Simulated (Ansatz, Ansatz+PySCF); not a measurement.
```xyz
4

N     0.0000    0.0000   -0.4711
H     0.0000    0.0000    3.2974
H    30.0000    0.0000   -1.3696
H    30.0000    0.0000    1.3696
```

Basis set: 6-31G (spherical functions). Left uncorrelated: 1 orbital. Charge 0, multiplicity 3.

Computed with Ansatz (development build ahead of 0.2.0); each method stands on the lowest determinant of its kind that the runs found.

(1) Give the atomization energy at this shape (free ground-state atoms in the same class of orbitals less the molecule, no zero-point energy) of triplet NH₃ by UHF-MP2, UHF.

Answers

(1)

```json
{"method": "UHF-MP2", "atomization energy": "0.36 kcal/mol"}
{"method": "UHF", "atomization energy": "0.33 kcal/mol"}
```

Caution: the shape is not the minimum; the unrestricted determinant is a mixture of spin states. Caution for UHF-MP2: large amplitudes, a single reference is doubtful.

This basis has no polarisation functions and is too small for such energies, which can lie far from measured ones in either direction.
